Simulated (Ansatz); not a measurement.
Si₄B⁻, 5 atoms. Hardware: 4 threads of Arm Neoverse N1 on a shared host.

Correlated methods freeze 21 core orbitals.

Problem. How many basis functions does each of these Ansatz runs have, and roughly what does it cost? BHLYP-D4/def2-TZVPD, charge -1 singlet, energy, from earlier orbitals; PBE-D4/def2-TZVPD, charge -1 singlet, energy and forces, from earlier orbitals; r2SCAN-D4/def2-TZVPD, charge -1 singlet, energy, from earlier orbitals; PBE0-D4/def2-SVPD, charge -1 singlet, relaxation, 3 steps; B2PLYP/def2-TZVPD, charge -1 singlet, energy, from earlier orbitals; BLYP-D4/def2-TZVPD, charge -1 singlet, energy, from earlier orbitals; CCSD(T)/def2-TZVPPD, charge -1 singlet, energy, from earlier orbitals; PBE0-D4/def2-TZVPD, charge -1 singlet, energy, from earlier orbitals; MP2/def2-TZVPD, charge -1 singlet, energy, from earlier orbitals.

Solution. Other jobs shared the machine, so times can vary by a factor of up to 3. A dash marks memory too small to be measured apart from the calling script's.

```tsv
run	functions	fitting or Cholesky vectors	wall time	peak host memory (GiB)
PBE-D4/def2-TZVPD, charge -1 singlet, energy and forces, from earlier orbitals	209	1265	3.9 s	–
BLYP-D4/def2-TZVPD, charge -1 singlet, energy, from earlier orbitals	209	1265	4 s	–
PBE0-D4/def2-SVPD, charge -1 singlet, relaxation, 3 steps	116	1169	6.5 s	–
r2SCAN-D4/def2-TZVPD, charge -1 singlet, energy, from earlier orbitals	209	1265	7 s	–
PBE0-D4/def2-TZVPD, charge -1 singlet, energy, from earlier orbitals	209	1349	7 s	0.57
B2PLYP/def2-TZVPD, charge -1 singlet, energy, from earlier orbitals	209	1271	9 s	–
BHLYP-D4/def2-TZVPD, charge -1 singlet, energy, from earlier orbitals	209	1459	14 s	0.79
MP2/def2-TZVPD, charge -1 singlet, energy, from earlier orbitals	209	1271	32 s	–
CCSD(T)/def2-TZVPPD, charge -1 singlet, energy, from earlier orbitals	229	1355	2.4 min	3.2
```
